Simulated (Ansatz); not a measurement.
Breaking a bond: C4H12Cl2In2, singlet. The In1–C17 bond (In1 also carries C, Cl, Cl; C17 carries H, H, H) is varied alone, starting from the PBE0/def2-SVP, def2 effective core potentials past Kr optimised geometry.

- RKS-PBE0 = restricted PBE0/def2-SVP, def2 effective core potentials past Kr in Ansatz (a first-principles code)
- UKS-PBE0 = unrestricted PBE0/def2-SVP, def2 effective core potentials past Kr (Ansatz)

Energies relative to the lowest point of each curve near equilibrium, in eV:

```csv
R / Å,RKS-PBE0
1.76,1.726
2.08,0.030
2.14,0.000
2.23,0.042
2.30,0.128
2.44,0.388
3.11,2.035
3.52,2.874
3.99,3.585
4.46,4.081
5.27,4.582
6.22,4.850
```

Q: Predict the corresponding UKS-PBE0 column.

A: 1.76: 1.726; 2.08: 0.030; 2.14: 0.000; 2.23: 0.042; 2.30: 0.128; 2.44: 0.388; 3.11: 2.035; 3.52: 2.676; 3.99: 2.957; 4.46: 3.058; 5.27: 3.107; 6.22: 3.119 (eV).

The restricted form behind RKS-PBE0 keeps the bonding electrons paired and can't separate into open-shell fragments. The unrestricted determinant behind UKS-PBE0 is spin-contaminated at 3.52 to 6.22 Å (<S²> up to 1.0, against 0.00 for a pure singlet).
